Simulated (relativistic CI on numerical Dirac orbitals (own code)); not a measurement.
# Tm3+ (4f12) in a crystal field

Calculated by Dirac-Coulomb-Breit CI, separate exchange-only KLI orbitals for each configuration, a model potential for QED, valence Slater integrals scaled by 0.7, one configuration in a parametric crystal field (own radial code).

Field parameters in Wybourne normalisation. The field is a parameter set, without covalency.

S and J are read from ⟨S²⟩ = S(S + 1) and ⟨J²⟩ = J(J + 1) of each level; they are not fictitious spins.

D4h, B20 = -1360, B40 = 1550, B44 = -1480, B60 = -180, B64 = 170 cm⁻¹, the lowest 16 levels:

```csv
E (cm⁻¹),Degeneracy,Irrep,S,J
0.0,2,E,0.99,5.99
83.1,1,A1,0.99,5.99
122,1,B1,0.99,6.00
135,1,B2,0.99,6.00
175,1,A2,0.99,5.99
346,2,E,0.99,5.99
483,1,B1,0.99,6.00
819,1,B2,0.99,5.99
875,2,E,0.99,5.99
915,1,A1,0.99,6.00
4681,1,B1,0.73,4.01
4759,2,E,0.74,4.01
5021,1,A1,0.75,4.01
5163,1,B2,0.75,4.02
5194,1,A2,0.74,4.02
5228,2,E,0.75,4.02
```

D3h, B20 = 1120, B40 = -220, B60 = -320, B66 = 80 cm⁻¹, the lowest 10 levels:

| E (cm⁻¹) | Degeneracy | S | J |
| --- | --- | --- | --- |
| 0.0 | 1 | 0.99 | 6.00 |
| 39.9 | 2 | 0.99 | 6.00 |
| 142 | 2 | 0.99 | 6.00 |
| 252 | 1 | 0.99 | 6.00 |
| 276 | 1 | 0.99 | 6.00 |
| 366 | 2 | 0.99 | 6.00 |
| 465 | 2 | 0.99 | 6.00 |
| 676 | 1 | 0.99 | 6.00 |
| 676 | 1 | 0.99 | 6.00 |
| 4870 | 2 | 0.75 | 4.00 |

C2v, B20 = -450, B22 = -310, B40 = -230, B42 = -100, B44 = -550, B60 = 50, B62 = -170, B64 = -500, B66 = -530 cm⁻¹, the lowest 10 levels:

```json
{"E (cm⁻¹)": "0.0", "Degeneracy": "1", "S": "0.99", "J": "6.00"}
{"E (cm⁻¹)": "31.5", "Degeneracy": "1", "S": "0.99", "J": "6.00"}
{"E (cm⁻¹)": "91.9", "Degeneracy": "1", "S": "0.99", "J": "6.00"}
{"E (cm⁻¹)": "108", "Degeneracy": "1", "S": "0.99", "J": "6.00"}
{"E (cm⁻¹)": "131", "Degeneracy": "1", "S": "0.99", "J": "6.00"}
{"E (cm⁻¹)": "137", "Degeneracy": "1", "S": "0.99", "J": "6.00"}
{"E (cm⁻¹)": "149", "Degeneracy": "1", "S": "0.99", "J": "6.00"}
{"E (cm⁻¹)": "228", "Degeneracy": "1", "S": "0.99", "J": "6.00"}
{"E (cm⁻¹)": "229", "Degeneracy": "1", "S": "0.99", "J": "6.00"}
{"E (cm⁻¹)": "375", "Degeneracy": "1", "S": "0.99", "J": "6.00"}
```

D4h, B20 = -1340, B40 = 1760, B44 = -1200, B60 = -100, B64 = 360 cm⁻¹, the lowest 16 levels:

| E (cm⁻¹) | Degeneracy | Irrep | S | J |
| --- | --- | --- | --- | --- |
| 0.0 | 2 | E | 0.99 | 6.00 |
| 74.7 | 1 | A1 | 0.99 | 5.99 |
| 142 | 1 | A2 | 0.99 | 5.99 |
| 145 | 1 | B1 | 0.99 | 6.00 |
| 157 | 1 | B2 | 0.99 | 6.00 |
| 345 | 2 | E | 0.99 | 5.99 |
| 538 | 1 | B1 | 0.99 | 6.00 |
| 762 | 1 | B2 | 0.99 | 5.99 |
| 859 | 2 | E | 0.99 | 6.00 |
| 914 | 1 | A1 | 0.99 | 6.00 |
| 4690 | 1 | B1 | 0.73 | 4.00 |
| 4762 | 2 | E | 0.73 | 4.01 |
| 5097 | 1 | A1 | 0.75 | 4.01 |
| 5124 | 1 | B2 | 0.75 | 4.01 |
| 5192 | 2 | E | 0.75 | 4.02 |
| 5209 | 1 | A2 | 0.74 | 4.02 |

D3h, B20 = 910, B40 = -260, B60 = -80, B66 = 420 cm⁻¹, the lowest 10 levels:

```tsv
E (cm⁻¹)	Degeneracy	S	J
0.0	1	0.99	6.00
21.3	2	0.99	6.00
77.0	2	0.99	6.00
123	1	0.99	6.00
250	1	0.99	6.00
306	2	0.99	6.00
402	2	0.99	6.00
516	1	0.99	6.00
517	1	0.99	6.00
4788	2	0.75	4.00
```

The next free-ion level lies 4615 cm⁻¹ above the lowest; the field splits the ground level into components whose J stays near 6 as long as their spread is small against that gap.

Levels of this model without a field, named by their leading LS term (the scale mimics covalency, so terms lie below those of the real free ion): ³H6 0, ³F4 4615, ³H5 8078, ³H4 11872, ³F3 13700, ³F2 13857, ¹G4 19578, ³P2 25682 cm⁻¹.
